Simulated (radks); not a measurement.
Task: Excited configurations of Cu: one electron is placed in a higher orbital outside [Ar] 3d10. The ground configuration is [Ar] 3d10 4s1. All-electron calculation, non-relativistic Kohn-Sham, PBE, spin-unpolarised, spherical densities, point nucleus. Program: a radial shooting solver on a logarithmic mesh with Libxc functionals. Excitation = E - E(ground); binding = E(ion) - E, where the ion is the core of charge +1; n* = 1/sqrt(2 binding) in atomic units, and the quantum defect is n - n*.

| outer orbital | excitation (eV) | binding (eV) | n* | quantum defect | eigenvalue (eV) | <r> (bohr) |
|---|---|---|---|---|---|---|
| 4p | 3.944 | 3.968 | 1.852 | 2.148 | -1.700 | 4.568 |
| 4d | 6.341 | 1.571 | 2.943 | 1.057 | -0.717 | 10.29 |
| 4f | 7.004 | 0.908 | 3.872 | 0.128 | -0.437 | 17.49 |
| 5s | 5.347 | 2.564 | 2.303 | 2.697 | -1.502 | 8.307 |
| 5d | 6.930 | 0.982 | 3.723 | 1.277 | -0.554 | 19.44 |
| 5f | 7.287 | 0.624 | 4.669 | 0.331 | -0.366 | 29.69 |
| 6d | 7.250 | 0.661 | 4.537 | 1.463 | -0.409 | 31.08 |
| 7s | 7.082 | 0.830 | 4.049 | 2.951 | -0.536 | 26.74 |
| 7p | 7.231 | 0.680 | 4.472 | 2.528 | -0.441 | 31.94 |

Estimate the row for 7d.

Result: excitation (eV) 7.440; binding (eV) 0.472; n* 5.371; quantum defect 1.629; eigenvalue (eV) -0.307; <r> (bohr) 45.47. The Delta-SCF ionisation energy is 7.912 eV (NIST Atomic Spectra Database: 7.726 eV, measured). Self-interaction in the functional shifts the binding energies and quantum defects, so they are the method's values and not measured ones. Spin polarisation and multiplet splitting are left out, so open shells lie too high by an amount that depends on their filling.

Beside tabulated values, note that spin-unpolarised runs miss the spin-polarisation part of the exchange energy of open shells.
